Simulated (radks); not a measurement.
Species: the lutetium ion Lu4+. Configuration: [Kr] 4d10 4f13 5s1.5 5p6 5f0.5 (fractional occupations, a model configuration).

Method: scalar-relativistic Kohn-Sham, PBE, spin-unpolarised, spherical densities, point nucleus; computed with a radial shooting solver on a logarithmic mesh with Libxc functionals.

Energy parts (eV):
part                      energy
total                 -396156.15
kinetic                432949.68
electron-nucleus      -972745.06
Hartree                151756.15
exchange-correlation    -8116.92

Orbitals (lengths in bohr, moments of r in powers of bohr; <r^-3> diverges for s and p1/2; r(max) is where P^2 peaks):
| orbital | occ. | eigenvalue (eV) | <r^4> | <1/r> | r(max) | <r^-3> |
|---|---|---|---|---|---|---|
| 1s | 2 | -63300.98 | 7.066e-07 | 82.24 | 0.01213 | - |
| 2s | 2 | -10820.69 | 0.0001080 | 19.19 | 0.06930 | - |
| 2p | 6 | -9524.975 | 0.00008346 | 17.55 | 0.05660 | 16860 |
| 3s | 2 | -2494.919 | 0.004022 | 7.093 | 0.1957 | - |
| 3p | 6 | -2106.168 | 0.004285 | 6.588 | 0.1931 | 3699 |
| 3d | 10 | -1639.789 | 0.003333 | 6.236 | 0.1574 | 483.4 |
| 4s | 2 | -540.4248 | 0.09630 | 3.003 | 0.4459 | - |
| 4p | 6 | -412.7450 | 0.1279 | 2.738 | 0.4669 | 845.7 |
| 4d | 10 | -246.2335 | 0.1936 | 2.427 | 0.4804 | 93.65 |
| 4f | 13 | -62.7253 | 0.8215 | 1.892 | 0.4654 | 14.74 |
| 5s | 1.5 | -110.2727 | 3.042 | 1.171 | 1.029 | - |
| 5p | 6 | -78.8109 | 5.556 | 0.9982 | 1.162 | 123.0 |
| 5f | 0.5 | -17.9772 | 294.2 | 0.3526 | 3.079 | 0.4678 |

The highest occupied level is 5f at -17.977 eV. The density falls to 0.001 e/bohr^3 at r = 3.59 bohr. Summed over all electrons, <r^2> = 34.88 bohr^2, which gives a Langevin (diamagnetic) susceptibility term of -27.6 x 10^-6 cm^3/mol.
